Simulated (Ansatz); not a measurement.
Wavefunction ladder for C2H5BBrF (`CCB(F)Br`)

```xyz
10

C     0.572   -1.109   -0.266
C     0.139    0.123    0.520
B    -0.786    1.112   -0.246
F    -1.175    0.897   -1.485
Br   -1.429    2.732    0.579
H     1.125   -0.833   -1.166
H    -0.289   -1.700   -0.586
H     1.215   -1.755    0.334
H     1.008    0.693    0.873
H    -0.380   -0.160    1.444
```

Total charge 0; spin multiplicity 1. Correlated methods include outer-core shells of Br, which these sets cover unevenly. Scalar relativity is left out up to krypton. All single points use the PBE0-D4/def2-TZVP geometry. It is one conformer, not always the lowest. Frozen core, restricted reference, Ansatz 0.2.0.

```csv
basis,HF (Eh),MP2 corr.
def2-SVP,-2774.82897,-0.78201
def2-TZVPP,-2775.38132,-0.96937
def2-QZVPP,-2775.43973,-1.33980
```

(1) Estimate the CCSD correlation energy and the (T) correction in each basis where they were run (hartree).

Results:

(1) 
```tsv
basis	CCSD corr.	(T)
def2-SVP	-0.81877	-0.02028
def2-TZVPP	-1.00193	-0.03563
```
